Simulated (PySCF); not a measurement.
# Gas-phase XPS of `CCOC[Se]C`, computed

Species: C4H10OSe.
Atom-mapped SMILES: `[CH3:1][CH2:2][O:3][CH2:4][Se:5][CH3:6]`

Level of theory: PySCF 2.14.0, delta-SCF UKS SCAN, pcX-2 on the ionised atom, pcseg-1 elsewhere, spin-free X2C. Binding energies are ΔSCF values: E(core-ionised, relaxed orbitals) − E(ground state) at a fixed geometry, referred to the vacuum level.

Problem. What binding energy does each computed site have?

Solution. 
```csv
atom(s),bonded to,level,binding energy (eV),above the level's lowest (eV),count
C1,C and 3 H,C 1s,290.78,+0.01,1
C2,"O, C and 2 H",C 1s,292.12,+1.35,1
O3,2 C,O 1s,538.25,0.00,1
C4,"O, Se and 2 H",C 1s,292.19,+1.42,1
C6,Se and 3 H,C 1s,290.77,0.00,1
```

The listed C 1s values span 1.42 eV, from C6 (bonded to Se and 3 H) to C4 (bonded to O, Se and 2 H). The widest gap between neighbouring values is 1.34 eV, between 290.78 and 292.12 eV. Summing the Pauling electronegativity differences to the bonded atoms, each weighted by its formal bond order, gives -1.05 for the lowest site and +0.19 for the highest; no listed site has a larger sum than the highest. The values 290.77 and 290.78 eV lie too close for their order to be trusted.

Problem. Give the binding energy of C 1s of C1 in hartree and in kJ/mol.

Solution. 290.78 eV = 10.6860 Eh = 28056 kJ/mol.

Problem. Which effective nuclear charge Zeff reproduces each element's mean 1s value in the hydrogen-like formula E = 13.606 eV × Zeff²?

Solution. C (Z = 6): mean 291.5 eV, Zeff = 4.63, Z − Zeff = 1.37; O (Z = 8): mean 538.3 eV, Zeff = 6.29, Z − Zeff = 1.71. Means run over the listed sites, weighted by atom count.

No level of selenium is listed. One conformer (not necessarily the lowest) at the PBE0-D3(BJ)/def2-SVP geometry, without solvent, vibrations or thermal averaging.

Shape of the structure used: `[CH3:1][CH2:2][O:3][CH2:4][Se:5][CH3:6]`: C1–C2–O3–C4 73°, C2–O3–C4–Se5 165°, O3–C4–Se5–C6 -61°.
